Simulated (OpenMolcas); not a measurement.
## Mn3+: moving or changing the point charges

Mn3+ among 6 point charges of -2 e arranged as a trigonal prism (D3h), 1.78 Å from the ion, with a polar angle of 56.5° against the regular 49.1°.

```json
{
 "Program": "OpenMolcas 26.06",
 "Method": "CASSCF",
 "Basis": "ANO-RCC-VDZP [5s4p2d1f]",
 "Scalar Hamiltonian": "DKH2, point nucleus",
 "Active space": "4 electrons in 5 orbitals (3d)",
 "State averaging": "2S+1 = 5 even, 5 roots; 2S+1 = 3 even, 45 roots; 2S+1 = 1 even, 50 roots",
 "Spin-orbit coupling": "state interaction with AMFI integrals over the reference wave functions"
}
```

Runs around this geometry, states (labels of D3, the rotations of D3h). Energies in cm-1 above the lowest state or level, χT in cm3 K/mol.

```csv
R (Å),q (e),Polar angle / regular,Ground state,First state of that spin,First gap with spin-orbit (degeneracies),χT at 300 K,First state of another spin
1.78,-2,1.06,5E,5A1 3656,"57.2 (2, 1)",2.511,3A2 21175
1.78,-1.3,1.15,5E,5E 540.3,"35.4 (1, 2)",2.133,3A2 21471
1.78,-2,1.15,5E,5E 1218,"30.8 (2, 1)",2.391,3A2 19896
1.86,-2,1.15,5E,5E 785.4,"1.3 (2, 1)",2.264,3A2 20707
```

Taking the first state of the same spin as R^-n, n = -ln(785.4 / 1218) / ln(1.86 / 1.78) = 10.0 between the shortest and longest distance.

Scaling the charges by -1.3 / -2 = 0.65 scales the first state of the same spin by 540.3 / 1218 = 0.44; with fixed orbitals a first-order splitting would follow the charge.

An orbital doublet at a regular site is open to a Jahn-Teller distortion, which this geometry leaves out. Without dynamic correlation the repulsion within the d shell is too large (B by tens of per cent), so at a given field states of lower spin stand too high. The ground term spreads over less than 5000 cm-1, several times less than with real ligands, so orbital moments are less quenched and χT lies further from the spin-only value than at real sites (holds for R = 1.78, q = -1.3, ratio = 1.15; R = 1.78, q = -2, ratio = 1.15; R = 1.86, q = -2, ratio = 1.15). This is an electrostatic model: the charges have no orbitals. No measured value stands beside these numbers.
